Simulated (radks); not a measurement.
Ga5+, configuration [Ar] 3d8 (the NIST ground configuration).

All-electron calculation, scalar-relativistic Kohn-Sham, PBE, spin-polarised, spherical densities, point nucleus; open shells are filled with parallel spins first. Program: a radial shooting solver on a logarithmic mesh with Libxc functionals.

Energy parts (eV):
part                       energy
total                  -52688.331
kinetic                 53591.702
electron-nucleus      -124738.745
Hartree                 20443.722
exchange-correlation    -1985.011

Orbitals (lengths in bohr, moments of r in powers of bohr):
orbital	occ.	eigenvalue (eV)	<r>
1s up	1	-10318.15	0.04860
1s down	1	-10318.16	0.04860
2s up	1	-1352.053	0.2179
2s down	1	-1350.419	0.2177
2p up	3	-1188.317	0.1908
2p down	3	-1187.094	0.1906
3s up	1	-233.9854	0.6404
3s down	1	-231.1423	0.6418
3p up	3	-184.1622	0.6598
3p down	3	-181.3574	0.6619
3d up	5	-102.6801	0.7051
3d down	3	-99.8723	0.7120

The highest occupied level is 3d down at -99.872 eV. The density falls to 0.001 e/bohr^3 at r = 2.22 bohr. For comparison, the ionisation energy in NIST's Atomic Spectra Database is 113 eV (theoretical). In exact Kohn-Sham theory the highest level is minus the ionisation energy, but local and semilocal functionals leave it too shallow, through self-interaction and a potential that decays too fast; potentials with the right tail come closer. Spin moment in Bohr magnetons: 2.
